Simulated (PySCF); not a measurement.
## Electric field gradients and quadrupole coupling constants

C6H14NPS.
Cartesian coordinates in Å at the GFN2-xTB level; atoms count from 1:
```xyz
23
C6H14NPS angstrom
C     -1.9880   -0.7279   -0.8236
N     -1.5809   -0.1553    0.4423
C     -2.6643    0.5596    1.0899
P     -0.0074    0.3948    0.7787
C      0.9215   -1.2225    0.6600
C      2.4198   -0.9761    0.6997
S      3.0347   -0.2502   -0.8516
C      2.1157    1.3197   -0.8093
C      0.6129    1.1024   -0.8473
H     -2.3425    0.0349   -1.5286
H     -2.8052   -1.4319   -0.6454
H     -1.1669   -1.2736   -1.2817
H     -3.4626   -0.1424    1.3447
H     -2.2944    1.0174    2.0056
H     -3.0900    1.3434    0.4521
H      0.6582   -1.7738   -0.2464
H      0.6255   -1.8247    1.5245
H      2.6900   -0.2990    1.5129
H      2.9742   -1.9084    0.8136
H      2.4555    1.8685   -1.6887
H      2.4197    1.8615    0.0883
H      0.3559    0.4449   -1.6824
H      0.1138    2.0657   -0.9971
```

Field gradients from the PBE0/pcSseg-1 density (PySCF, non-relativistic), principal values in atomic units, ordered |Vxx| ≤ |Vyy| ≤ |Vzz|:

| atom | Vxx | Vyy | Vzz |
| --- | --- | --- | --- |
| N2 | 0.5527 | 0.6858 | -1.2385 |
| S7 | 0.6359 | 2.3935 | -3.0294 |

Problem. Find the asymmetry η = (Vxx − Vyy)/Vzz and the couplings χ = eQV/h (234.96 MHz × Q in barn × V in au), with Q(14N) = 0.02044 b, Q(33S) = −0.0678 b.

Solution. 
```tsv
atom	environment	nucleus	η	χzz (MHz)	χxx (MHz)	χyy (MHz)
N2	nitrogen bonded to 2 C and P	14N	0.11	-5.95	2.65	3.29
S7	sulfide sulfur	33S	0.58	48.26	-10.13	-38.13
```

Problem. What is Vzz at N2 in SI units (1 au = 9.71736 × 10²¹ V/m²)?

Solution. -1.2385 au = -12.035 × 10²¹ V/m².

Problem. And the gradient at the other heavy atoms, for which no coupling is worked out here?

Solution. 
| atom | environment | Vzz (au) | η |
| --- | --- | --- | --- |
| C1 | N-methyl carbon | 0.236 | 0.11 |
| C3 | N-methyl carbon | 0.248 | 0.16 |
| P4 | three-coordinate phosphorus | -1.546 | 0.36 |
| C5 | sp3 carbon bound to phosphorus | -0.058 | 0.79 |
| C6 | sp3 carbon bound to sulfur | 0.239 | 0.28 |
| C8 | sp3 carbon bound to sulfur | 0.234 | 0.33 |
| C9 | sp3 carbon bound to phosphorus | 0.058 | 0.78 |

Were the hydrogens deuterons (Q(2H) = 0.00286 b), χzz would run from 197 kHz (H10 and H15) to 209 kHz (H12).

The structure is a single GFN2-xTB conformer in the gas phase; no vibrational or solvent corrections. GFN2-xTB bond lengths can be off by several hundredths of an ångström, more for odd bonds, and the gradients follow them. A larger basis could move these couplings by a tenth or more.

These values come from a run that also computed NMR shieldings. On one thread of an Intel Xeon Platinum 8259CL at 2.50 GHz, shared host with 96 logical CPUs at a one-minute load of 35, this took 74 s of wall time and 1.0 GiB of memory at its peak.
